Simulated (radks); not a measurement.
Question: Excited configurations of Yb XLVIII: one electron is placed in a higher orbital outside [Ar] 3d4. The ground configuration is [Ar] 3d5. All-electron calculation, Dirac Kohn-Sham, PBE, spin-unpolarised, spherical densities, finite nucleus; open shells fill j = l - 1/2 first; Fermi nuclear charge, rms radius 5.3108 fm. Program: a radial shooting solver on a logarithmic mesh with Libxc functionals. Excitation = E - E(ground); binding = E(ion) - E, where the ion is the core of charge +48; n* = 48/sqrt(2 binding) in atomic units. These energies are relativistic, and a one-electron ion of charge +48 with no core already has n* below n in this formula (Dirac formula, point nucleus: 4s1/2 3.948, 4d3/2 3.981, 4f5/2 3.991, 5p1/2 4.946, 6p1/2 5.944, 7s1/2 6.943, 7d3/2 6.976). The quantum defect is therefore taken as that value minus n*, so that it holds no relativistic shift of the bare ion.

outer orbital  excitation (eV)  binding (eV)     n*  quantum defect  eigenvalue (eV)  <r> (bohr)
4s1/2                   1578.5        2474.9  3.559           0.389          -2446.2      0.3978
4d3/2                   1868.5        2184.8  3.788           0.193          -2155.3      0.3877
4f5/2                   2009.3        2044.1  3.916           0.075          -2010.8      0.3501
5p1/2                   2585.4        1468.0  4.621           0.325          -1453.1      0.6491
6p1/2                   3061.0        992.32  5.621           0.324          -982.57      0.9683
7s1/2                   3323.9        729.46  6.555           0.388          -722.69       1.344

Estimate the row for 7d3/2.

Answer: excitation (eV) 3372.2; binding (eV) 681.12; n* 6.784; quantum defect 0.192; eigenvalue (eV) -674.50; <r> (bohr) 1.377. The Delta-SCF ionisation energy is 4053.3 eV (NIST Atomic Spectra Database: 4051 eV, theoretical). Self-interaction in the functional shifts the binding energies and quantum defects, so they are the method's values and not measured ones. Spin polarisation and multiplet splitting are left out, so open shells lie too high by an amount that depends on their filling.

Beside tabulated values, note that spin-unpolarised runs miss the spin-polarisation part of the exchange energy of open shells.
